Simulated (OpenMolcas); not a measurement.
Tc4+ among 2 point charges of -1.5 e arranged as a linear pair (D∞h).

```json
{
  "Program": "OpenMolcas",
  "Method": "CASSCF",
  "Basis": "ANO-RCC-VDZP [6s5p3d1f]",
  "Scalar Hamiltonian": "DKH2, point nucleus",
  "Active space": "3 electrons in 5 orbitals (4d)",
  "State averaging": "2S+1 = 4 even, 10 roots; 2S+1 = 2 even, 40 roots",
  "Spin-orbit coupling": "state interaction with AMFI integrals over the reference wave functions"
}
```

All point charges move together. At R = 1.9 Å the first state of the same spin is 3291 cm-1, and at R = 2.04 Å it is 2108 cm-1.

Task: A third run gives 5186 cm-1. What distance was it run at?

Result: With a power law R^-n the two known points give n = -ln(2108 / 3291) / ln(2.04 / 1.9) = 6.27. Then R = 1.9 × (3291 / 5186)^(1/6.27) = 1.767 Å. The run was at 1.75 Å, so the estimate is off by +0.017 Å.

Without dynamic correlation the repulsion within the d shell is too large (B by tens of per cent), so at a given field states of lower spin stand too high. This is an electrostatic model: the charges have no orbitals. No measured value stands beside these numbers.
